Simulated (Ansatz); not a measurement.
Isolated molecules relaxed with PBE0-D4/def2-TZVP in Ansatz; ΔE leaves out vibrations. CBS: MP2 limit from def2 TZ/QZ plus the TZ coupled-cluster correction, frozen cores. This one scheme is used for every species. Functionals use def2-TZVPP. B3LYP here is the variant with VWN-RPA as its local correlation; programs differ in this. For Ge outer-core shells are correlated without core-valence functions, which leaves a few kJ/mol of doubt a bond. Scalar relativity is left out up to krypton. Each species was taken in one conformer, which may not be the lowest.

Reaction (ligand exchange at a Ge–C bond): `Cl[CH2][GeH3]` + `NC#CO` → `NC#C[O][GeH3]` + `CCl`

(1) Is it downhill or uphill in electronic energy at CCSD(T)/CBS, and by how much? (An estimate is asked.)

(2) What do these levels give: B3LYP-D4, PBE, B3LYP, HF/def2-TZVPP, MP2/def2-TZVPP, HF/CBS(def2)? (An estimate is asked.)

Largest T1 diagnostic among the species: 0.013.

Answers

(1) Ansatz gave: Downhill: ΔE = -50.7 kJ/mol.

(2) Ansatz gave: B3LYP-D4 -57.2, PBE -48.5, B3LYP -58.2, HF/def2-TZVPP -69.7, MP2/def2-TZVPP -56.0, HF/CBS(def2) -71.1 kJ/mol.

In def2-TZVPP, CCSD(T) changes the Hartree–Fock value by +15.5 kJ/mol (the triples alone add +0.6 kJ/mol) and MP2 by +13.7 kJ/mol.
